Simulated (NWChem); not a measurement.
Species: ZnH$_{2}$; SMILES [ZnH2]

Computed with NWChem. Coordinates come from a B3LYP/6-31G* (spherical d) optimisation.

Diagonal of the polarisability tensor at B3LYP/def2-SVPD, static: 24.99, 24.99, 35.91 bohr³.

Problem. Find the mean polarisability volume, the molar refraction, and the refractive index that an ideal gas of it would have at 273.15 K and 1 atm.

Solution. 
1. Mean: one third of the trace = 28.63 bohr³ × 0.14818 Å³/bohr³ = 4.24 Å³.
2. Molar refraction (Lorentz-Lorenz): (4π/3) N_A α = 10.7 cm³/mol.
3. Number density p/kT = 2.687 × 10⁻⁵ Å⁻³; n − 1 = 2π N α = 7.16 × 10⁻⁴.
4. These hold the electronic response alone: vibrational and orientational terms add to the static dielectric constant.
